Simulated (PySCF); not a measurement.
C7H12F4.
Atom-mapped SMILES: `[CH3:1][C:2]([CH3:3])([CH2:4][F:5])[CH2:6][CH2:7][C:8]([F:9])([F:10])[F:11]` (hydrogens: H12, H13, H14 on C1; H15, H16, H17 on C3; H18, H19 on C4; H20, H21 on C6; H22, H23 on C7)

Structure used (PBE0-D3(BJ)/def2-SVP), in Å, numbered top down from 1:
```
atom  x, y, z in Å
C1    -1.3017   -0.5071    0.8419
C2    -0.7497    0.5584   -0.1058
C3    -1.6951    0.7325   -1.2968
C4    -0.6918    1.9009    0.6160
F5     0.0380    1.8281    1.7828
C6     0.6317    0.1591   -0.6548
C7     1.7238   -0.0998    0.3737
C8     3.0171   -0.5304   -0.2603
F9     3.9646   -0.7392    0.6593
F10    2.8788   -1.6692   -0.9539
F11    3.4869    0.3902   -1.1135
H12   -2.3323   -0.2631    1.1440
H13   -0.7008   -0.5846    1.7587
H14   -1.3187   -1.4933    0.3525
H15   -1.3244    1.4965   -1.9989
H16   -1.7898   -0.2119   -1.8536
H17   -2.7034    1.0304   -0.9691
H18   -1.7114    2.2320    0.8795
H19   -0.2314    2.6690   -0.0299
H20    0.9760    0.9458   -1.3473
H21    0.5056   -0.7500   -1.2664
H22    1.9333    0.7931    0.9771
H23    1.4359   -0.8984    1.0730
```

The calculation used PBE0-D3(BJ)/def2-SVP geometry optimisation, gas phase in PySCF 2.14.0.

Take the most abundant isotopes and a rigid rotor. The values belong to one conformer with, in the numbering `[CH3:1][C:2]([CH3:3])([CH2:4][F:5])[CH2:6][CH2:7][C:8]([F:9])([F:10])[F:11]`, C1–C2–C4–F5 55°, C1–C2–C6–C7 -58°, C2–C6–C7–C8 178°.

**Question.** Give the principal moments of inertia and the rotational constants in MHz.

**Answer.** Ia = 289.86, Ib = 889.81, Ic = 972.99 u·Å²; 505379 MHz·u·Å²/I gives A = 1744, B = 568.0, C = 519.4 MHz.

**Question.** Classify the top.

**Answer.** A near-prolate asymmetric top; Ray's κ = -0.921.

**Question.** What does the inertial defect say?

**Answer.** Not planar: Δ = Ic − Ia − Ib = -206.68 u·Å². For a rigid frame Δ = −2 Σ m c², so Σ m c² = 103.34 u·Å² lies off the ab plane: 21.33 from hydrogen and 82.00 from heavier atoms. The atom farthest from that plane is 2.01 Å away.

**Question.** List the rotational levels J(Ka,Kc) to J = 2 (cm⁻¹).

**Answer.** Above 0(0,0):
J = 1: 1(0,1) 0.0363, 1(1,1) 0.0755, 1(1,0) 0.0771
J = 2: 2(0,2) 0.1088, 2(1,2) 0.1464, 2(1,1) 0.1513, 2(2,1) 0.2689, 2(2,0) 0.2689
The levels of one J sum to (2J + 1)J(J + 1)(A + B + C)/3.

**Question.** Which types of transition are allowed, and where do some lines up to J = 4 fall?

**Answer.** The dipole components are |μa| = 2.96 D, |μb| = 1.06 D, |μc| = 0.18 D. Intensities carry the squares of the components, which stand as 1.00 : 0.13 : 0.00 (a : b : c). Some lines, for components of 0.1 D or more:

```tsv
type	branch	J(Ka,Kc)	MHz	lower level (cm⁻¹)
b	Q	4(1,3) ← 4(0,4)	1461	0.362
b	R	3(0,3) ← 2(1,2)	2128	0.146
a	R	3(1,3) ← 2(1,2)	3188	0.146
a	R	3(2,1) ← 2(2,0)	3268	0.269
c	Q	4(2,3) ← 4(1,3)	3360	0.411
b	Q	3(2,1) ← 3(1,2)	3462	0.262
c	R	3(1,2) ← 2(0,2)	4608	0.109
b	Q	3(3,1) ← 3(2,2)	6000	0.378
b	R	3(2,2) ← 2(1,1)	6789	0.151
c	R	4(2,2) ← 3(1,2)	7825	0.262
b	Q	4(4,0) ← 4(3,1)	8396	0.723
b	Q	4(4,1) ← 4(3,2)	8396	0.723
b	R	3(3,0) ← 2(2,1)	9262	0.269
b	R	4(3,2) ← 3(2,1)	10345	0.378
c	R	4(4,0) ← 3(3,0)	12749	0.578
```

**Question.** Estimate the classical rotational partition function at 10 K, 25 K and 100 K.

**Answer.** Point group C1, symmetry number σ = 1; q = (√π/σ)·√((kT/h)³/(ABC)), k/h = 20836.6 MHz/K: 7430 at 10 K, 29400 at 25 K, 235000 at 100 K.

Not checked by PBE0-D3(BJ)/def2-SVP frequencies. No vibrational averaging or centrifugal distortion is included, and the geometry carries the error of its method. A rigid rotor knows nothing of internal rotation, which can split or shift real lines.
